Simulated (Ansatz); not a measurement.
Reaction (ligand exchange at the Si–C bond): `C[SiH]1C=C1` + HCl → `Cl[SiH]1C=C1` + CH₄

Calculated with Ansatz (gas phase, PBE0-D4/def2-TZVP geometries, no zero-point term in ΔE). CCSD(T)/CBS adds triple-zeta CCSD(T) − MP2 to the extrapolated MP2 energy (def2 sets, frozen cores). This one scheme is used for every species.

```tsv
species	SCS-MP2/def2-QZVPP energy (Eh)
`C[SiH]1C=C1`	-406.69353
HCl	-460.33756
`Cl[SiH]1C=C1`	-826.63664
CH₄	-40.43589
```

(1) Work out ΔE.

(2) What do rigid-rotor, harmonic-oscillator terms from PBE0-D4/def2-TZVP frequencies (298.15 K, 1 bar) make of the CCSD(T)/CBS value? (An estimate is asked.)

Largest T1 diagnostic among the species: 0.012.

Answers

(1) ΔE = (-826.63664) + (-40.43589) − (-406.69353) − (-460.33756) = -0.04144 Eh = -26.0 kcal/mol. CCSD(T)/CBS gives -25.2 kcal/mol.

(2) Ansatz gave: ΔZPE = +2.0 kcal/mol, ΔH = -23.3 kcal/mol, ΔS = -7 J/(mol·K), ΔG = -22.8 kcal/mol.

In def2-TZVPP, CCSD(T) changes the Hartree–Fock value by +3.2 kcal/mol (the triples alone add +0.1 kcal/mol) and MP2 by +2.0 kcal/mol. Leaving LDA and LC-ωPBE aside and taking each functional with its dispersion term where it has one, the values, not all of them listed here, spread over 1.9 kcal/mol, from B97M-V to revPBE-D4. LDA lies +1.4 kcal/mol from PBE without D4.
